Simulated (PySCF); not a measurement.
SMILES C[SiH](C)/C=C/[SiH](F)F, GFN2-xTB optimised geometry.

```
18

Si    -1.82    -2.37    -3.41
F     -2.69    -3.65    -3.00
F     -0.57    -3.07    -4.12
C     -1.25    -1.47    -1.88
C     -1.51    -0.19    -1.58
Si    -0.89     0.67     0.00
C     -1.54    -0.28     1.52
C      1.01     0.67     0.00
H     -2.56    -1.66    -4.43
H     -0.66    -2.05    -1.18
H     -2.10     0.39    -2.27
H     -1.41     2.05     0.00
H     -1.20    -1.31     1.52
H     -2.62    -0.30     1.54
H     -1.20     0.17     2.44
H      1.41     1.21    -0.85
H      1.41    -0.35    -0.04
H      1.40     1.13     0.90
```

Density from CAM-B3LYP/def2-SVP in PySCF at that geometry.

Minimum of the electron density along straight lines between bonded atoms, close to the bond critical point (lines longer than 1.1 times the sum of covalent radii, or with two minima, are not listed):

| bond | length / Å | ρ at the minimum / e bohr⁻³ | ∇²ρ there / e bohr⁻⁵ | position (fraction from the first atom) |
|---|---|---|---|---|
| Si1–F2 | 1.604 | 0.121 | 1.11 | 0.42 |
| Si1–F3 | 1.604 | 0.121 | 1.11 | 0.42 |
| Si1–C4 | 1.869 | 0.121 | 0.33 | 0.38 |
| C4–C5 | 1.333 | 0.338 | -0.89 | 0.50 |
| C5–Si6 | 1.896 | 0.111 | 0.35 | 0.62 |
| Si6–C7 | 1.903 | 0.111 | 0.32 | 0.38 |
| Si6–C8 | 1.903 | 0.111 | 0.32 | 0.38 |
| Si1–H9 | 1.443 | 0.126 | 0.34 | 0.49 |
| C4–H10 | 1.086 | 0.277 | -1.03 | 0.63 |
| C5–H11 | 1.083 | 0.280 | -1.05 | 0.63 |
| Si6–H12 | 1.473 | 0.116 | 0.32 | 0.49 |
| C7–H13 | 1.086 | 0.272 | -0.98 | 0.63 |
| C7–H14 | 1.086 | 0.273 | -0.99 | 0.63 |
| C7–H15 | 1.086 | 0.272 | -0.99 | 0.63 |
| C8–H16 | 1.086 | 0.272 | -0.99 | 0.63 |
| C8–H17 | 1.087 | 0.272 | -0.98 | 0.63 |
| C8–H18 | 1.086 | 0.272 | -0.99 | 0.63 |
